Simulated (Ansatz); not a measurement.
Basis-set series for H$_{8}$OSi$_{3}$, SMILES `O[SiH2][SiH2][SiH3]`. Total charge 0; spin multiplicity 1. Geometry: relaxed with PBE0-D4/def2-TZVP. It is one conformer, not always the lowest.

| functional | basis | functions | energy (Eh) | HOMO (eV) | LUMO (eV) |
| --- | --- | --- | --- | --- | --- |
| PBE0-D4 | def2-SVP | 108 | -947.75457 | -7.66 | -0.39 |
| PBE0-D4 | def2-QZVPP | 507 | -948.19649 | -7.70 | -0.81 |
| ωB97M-V | def2-SVP | 108 | -948.08083 | -9.64 | 1.44 |
| ωB97M-V | def2-QZVPP | 507 | -948.52661 | -9.71 | 0.70 |

Q: Give the rows for def2-TZVPP. (An estimate is asked.)

A: Ansatz gave: 
| functional | basis | functions | energy (Eh) | HOMO (eV) | LUMO (eV) |
| --- | --- | --- | --- | --- | --- |
| PBE0-D4 | def2-TZVPP | 269 | -948.16237 | -7.69 | -0.71 |
| ωB97M-V | def2-TZVPP | 269 | -948.49436 | -9.69 | 0.97 |

Positive LUMOs are unbound and depend on the basis.
